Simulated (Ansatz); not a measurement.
CrO4F2H8⁺, that is trans-CrF2(H2O)4 with one electron fewer. The state is a doublet with charge 1. Geometry B3LYP-D4/def2-SVP, that of the neutral triplet; atoms count from 1.

| atom | x (Å) | y (Å) | z (Å) |
| --- | --- | --- | --- |
| Cr1 | 0.000 | 0.000 | 0.000 |
| F2 | -1.745 | 0.759 | -0.388 |
| F3 | 1.746 | -0.759 | 0.388 |
| O4 | 0.306 | 2.164 | -0.654 |
| H5 | 0.471 | 2.776 | 0.076 |
| H6 | -0.679 | 2.044 | -0.691 |
| O7 | -0.305 | -2.163 | 0.656 |
| H8 | 0.680 | -2.044 | 0.687 |
| H9 | -0.475 | -2.774 | -0.073 |
| O10 | 0.912 | -0.283 | -1.941 |
| H11 | 1.690 | -0.567 | -1.407 |
| H12 | 1.111 | 0.627 | -2.214 |
| O13 | -0.911 | 0.282 | 1.940 |
| H14 | -1.112 | -0.628 | 2.214 |
| H15 | -1.689 | 0.567 | 1.406 |

The charge 1 doublet is spin-contaminated (final ⟨S²⟩ up to 1.72, 0.75 for a pure state). At PBE0-D4/def2-TZVP a quartet of charge 1 lies 1.09 eV below the doublet at the same geometry.

Estimate the Mulliken populations from the PBE0/def2-TZVP orbitals of Ansatz.


```
atom  charge (e)  spin (α − β)  d electrons
 Cr1        0.85          1.02         4.29
  F2       -0.51          0.02            –
  F3       -0.51          0.02            –
  O4       -0.55         -0.02            –
  H5        0.40          0.00            –
  H6        0.40          0.00            –
  O7       -0.55         -0.02            –
  H8        0.40          0.00            –
  H9        0.40          0.00            –
 O10       -0.47         -0.02            –
 H11        0.40          0.00            –
 H12        0.40          0.00            –
 O13       -0.47         -0.02            –
 H14        0.40          0.00            –
 H15        0.40          0.00            –
```
Mulliken values and Mayer orders depend strongly on the basis.

Where does the spin sit?

Summed by element: Cr 1.02, F 0.04, O -0.07, H 0.01, of 1 unpaired in all. Largest on single atoms: Cr1 1.02, F2 0.02, F3 0.02.

And the Mayer bond orders between bonded heavy atoms (over 0.3)?

Cr1–F2 0.71 (1.94 Å); Cr1–F3 0.71 (1.94 Å); Cr1–O4 0.47 (2.28 Å); Cr1–O7 0.47 (2.28 Å); Cr1–O10 0.52 (2.16 Å); Cr1–O13 0.52 (2.16 Å).
